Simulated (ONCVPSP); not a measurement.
## Transferability test, ONCV potential for scandium (Sc)

```
Element                 : Sc
Generator               : ONCVPSP 4.0.1
Type                    : optimised norm-conserving Vanderbilt (ONCV)
Functional              : PW91
Relativity              : scalar-relativistic
Frozen core             : [Ne]
Valence charge          : 11
Reference configuration : 3s2 3p6 3d1 4s2
Partial waves           : 3s+4s: rc 2.00 bohr, ncon 4, nbas 7, qcut 4.6 1/bohr, 2 projectors; 3p: rc 1.25 bohr, ncon 4, nbas 7, qcut 6.6 1/bohr, 1 projector; 3d: rc 2.30 bohr, ncon 4, nbas 8, qcut 7.5 1/bohr, 2 projectors, debl 1.3 Ha; f scattering state at 0.03 Ha: rc 1.80 bohr, ncon 4, nbas 7, qcut 6.6 1/bohr, 2 projectors, debl 2.5 Ha
Local potential         : polynomial inside 0.85 bohr (lpopt 5, dvloc0 0 Ha)
Core correction         : none
```

Energies are relative to the spin-unpolarised reference configuration 3s2 3p6 3d1 4s2; without spin polarisation the order of configurations can differ from experiment. Not all tests gave a result: 1 of 4 tests not solved or not reliable.

| valence configuration | charge | ΔE all-electron (eV) | error AE − PS (meV) |
| --- | --- | --- | --- |
| 3s2 3p6 3d1 4s1 | +1 | 6.937 | -0.4 |
| 3s2 3p6 3d1 4s0 | +2 | 19.721 | -2.9 |
| 3s2 3p6 3d0 4s2 | +1 | 8.454 | +123 |

Note: ghosts flagged at negative energy: f at -3264.7 eV; GHOST(+) flagged for s at 103.3 eV. A true bound ghost makes a file unfit for plane-wave use.
